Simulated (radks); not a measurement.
Isoelectronic series with 7 electrons, each ion in its NIST ground configuration. Method: scalar-relativistic Kohn-Sham, LDA (Slater exchange, Perdew-Wang correlation), spin-polarised, spherical densities, point nucleus; open shells are filled with parallel spins first (spin-orbit coupling, left out, can overturn this in heavy ions); computed with a radial shooting solver on a logarithmic mesh with Libxc functionals. Total energies (hartree) and orbital eigenvalues (hartree) (* marks an orbital that is empty in some or all of the ions):

ion,configuration,E (hartree),2p down*,2p up,2s down
N,[He] 2s2 2p3,-54.16577,-0.16069,-0.30831,-0.56231
Ne3+,[He] 2s2 2p3,-123.69936,-2.75763,-3.07693,-3.58983
Al6+,[He] 2s2 2p3,-222.71064,-7.65282,-8.13820,-8.92423
S9+,[He] 2s2 2p3,-351.31009,-14.81689,-15.46815,-16.54446
K12+,[He] 2s2 2p3,-509.67456,-24.24956,-25.06707,-26.46032
Ti15+,[He] 2s2 2p3,-698.02875,-35.95682,-36.94111,-38.69048
Mn18+,[He] 2s2 2p3,-916.64347,-49.94790,-51.09956,-53.25952
Ni21+,[He] 2s2 2p3,-1165.83661,-66.23440,-67.55405,-70.19730
Ga24+,[He] 2s2 2p3,-1445.97512,-84.83006,-86.31838,-89.53897
Se27+,[He] 2s2 2p3,-1757.47768,-105.7506,-107.4083,-111.3252
Rb30+,[He] 2s2 2p3,-2100.81778,-129.0139,-130.8417,-135.6023
Zr33+,[He] 2s2 2p3,-2476.52753,-154.6395,-156.6382,-162.4230
Tc36+,[He] 2s2 2p3,-2885.20198,-182.6492,-184.8197,-191.8467
Pd39+,[He] 2s2 2p3,-3327.50425,-213.0668,-215.4100,-223.9400
In42+,[He] 2s2 2p3,-3804.17150,-245.9179,-248.4347,-258.7775
Te45+,[He] 2s2 2p3,-4316.02188,-281.2304,-283.9219,-296.4426
